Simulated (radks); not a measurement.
The numbers below are computed, except where a source is named.
Numerical settings for neutral boron, [He] 2s2 2p1. Code: a radial shooting solver on a logarithmic mesh with Libxc functionals. Model: Dirac Kohn-Sham, PBEsol, spin-unpolarised, spherical densities, finite nucleus; open shells fill j = l - 1/2 first; Fermi nuclear charge, rms radius 2.406 fm. The defaults (mesh step 0.008 in ln r, mesh end at 40 bohr or more with all orbitals vanishing there, Anderson mixing 0.5 over 9 steps, residual threshold near 1e-9 with the energy settled to 1e-9 hartree or 1e-11 of itself, here a cap of 61 iterations) give E = -24.4698 hartree and 2p1/2 at -3.556 eV in 13 iterations. Times are rough (one thread of a shared host). Changes against that run (0 stands for a change within the tolerance of the run):

setting                    iterations         converged  E (mhartree)  e(2p1/2) (meV)  CPU (s)
mesh step in ln r 0.2              61                no     -1.68e+05               -     0.04
mesh step in ln r 0.012            13               yes             0               0     0.02
mesh step in ln r 0.12             61                no     -1.68e+05               -     0.06
mesh end (bohr) 3                  13  level above zero          +580       +1.17e+04     0.02
mesh end (bohr) 400                13               yes             0               0     0.04
residual threshold 0.01             8               yes             0          +0.152     0.03
residual threshold 1e-05            9               yes             0         +0.0584     0.03
mixing 2.5                         14               yes             0               0     0.04
linear mixing, mixing 0.5          30               yes             0               0     0.06
linear mixing, mixing 0.8          15               yes             0               0     0.04
mixing history 3                   14               yes             0               0     0.03
iteration cap 5                     5                no       +0.0454            -137     0.01

Settled on a wrong energy, with an occupied level pushed above zero by the early mesh end: mesh end (bohr) 3 (+0.58 hartree). Apart from these: no run marked as converged misses the energy by more than 1 mhartree. A mesh that ends early acts as a hard wall.
